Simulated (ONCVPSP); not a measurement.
**Before and after: ONCV potential for titanium (Ti)**

```
Element                 : titanium
Generator               : ONCVPSP 4.0.1
Type                    : optimised norm-conserving Vanderbilt (ONCV)
Functional              : PBE
Relativity              : scalar-relativistic
Frozen core             : [Ne]
Valence charge          : 12
Reference configuration : 3s2 3p6 3d2 4s2
Partial waves           : 3s+4s: rc 1.75 bohr, ncon 4, nbas 8, qcut 6.1 1/bohr, 2 projectors; 3p: rc 1.60 bohr, ncon 4, nbas 7, qcut 10.9 1/bohr, 2 projectors, debl 3.7 Ha; 3d: rc 1.65 bohr, ncon 4, nbas 9, qcut 9.5 1/bohr, 2 projectors, debl 0.5 Ha
Local potential         : polynomial inside 1.45 bohr (lpopt 5, dvloc0 3 Ha)
Core correction         : Teter function, fcfact 4, rcfact 1.25
```

All-electron outer shells of the reference configuration (PBE, scalar-relativistic, ld1.x):

```tsv
shell	level (eV)	outermost node (bohr)	outermost maximum (bohr)
2p	-444.26	–	0.22
3s	-62.63	0.40	0.87
3p	-38.86	0.37	0.90
4s	-4.47	1.24	2.92
3d	-4.26	–	0.98
```

Change: fully relativistic.

Cutoffs: the cutoffs (Ha) at which the residual kinetic energy of the hardest occupied pseudo-wave falls to 1 and 0.1 mHa per electron; they do not see the model core or the augmentation charge, which bear on the density cutoff. Errors are all-electron minus pseudo energies relative to the spin-unpolarised reference configuration.

Problem. Predict the effect on cutoff, ghosts and configuration errors.

Solution. The potential gets neither clearly harder nor softer (33 Ha and 38 Ha → 33 Ha and 38 Ha); of the 4 tests that both files solve, the error grows in 0 and shrinks in 2 by more than 15 % and 0.3 meV (median size 1.4 → 0.5 meV); neither file shows a bound ghost.

```csv
quantity,base,changed
"cutoff, loose",33 Ha,33 Ha
"cutoff, tight",38 Ha,38 Ha
loose cutoff by channel,"s 10 Ha, p 20 Ha, d 33 Ha","s 10 Ha, p 20 Ha, d 33 Ha"
bound ghosts,none,none
GHOST(+) flags under 300 eV,none,none
"error for 3s2 3p6 3d2 4s1, meV [ΔE 7.35 eV]",-0.5,+0.1
"error for 3s2 3p6 3d2 4s0, meV [ΔE 20.92 eV]",-2.4,-0.9
"error for 3s2 3p6 3d1 4s0, meV [ΔE 47.87 eV]",+30,+31
"error for 3s2 3p6 3d2 4s1.5, meV [ΔE 2.94 eV]",-0.2,+0.1
s: phases at 1.77 bohr within 0.05 rad from the reference energy up to (Ha; the scan ends near 5),to the end of the scan,to the end of the scan
"rms error of d²Exc/dni dnj with the model core, mHa",1.05,5.78
```
